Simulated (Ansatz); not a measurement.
Consider the isomerisation: `[SiH3][CH2][GaH2]` → `C[SiH2][GaH2]`.

Calculated with Ansatz (gas phase, PBE0-D4/def2-TZVP geometries, no zero-point term in ΔE). CBS: MP2 limit from def2 TZ/QZ plus the TZ coupled-cluster correction, frozen cores. Functionals use def2-TZVPP. B3LYP here is the variant with VWN-RPA as its local correlation; programs differ in this. For Ga outer-core shells are correlated without core-valence functions, which leaves a few kJ/mol of doubt a bond. Scalar relativity is left out up to krypton.

Problem. Is it downhill or uphill in electronic energy at CCSD(T)/CBS, and by how much? (An estimate is asked.)

Solution. Computed: Downhill: ΔE = -7.4 kJ/mol.

Problem. What do these levels give: r2SCAN0-D4, B3LYP, CCSD(T)/def2-TZVPP, HF/def2-QZVPP, SCS-MP2/def2-QZVPP, HF/CBS(def2)? (Estimate.)

Solution. Ansatz gave: r2SCAN0-D4 -14.4, B3LYP -17.3, CCSD(T)/def2-TZVPP -8.0, HF/def2-QZVPP -8.7, SCS-MP2/def2-QZVPP -2.0, HF/CBS(def2) -8.6 kJ/mol.

Largest T1 diagnostic among the species: 0.012.

From PBE to PBE0 (25 % exact exchange), in def2-TZVPP and without D4, ΔE moves by +3.1 kJ/mol. Leaving LDA and LC-ωPBE aside and taking each functional with its dispersion term where it has one, the values, not all of them listed here, spread over 11.4 kJ/mol, from PBE-D4 to ωB97M-V. LDA lies +4.7 kJ/mol from PBE without D4.
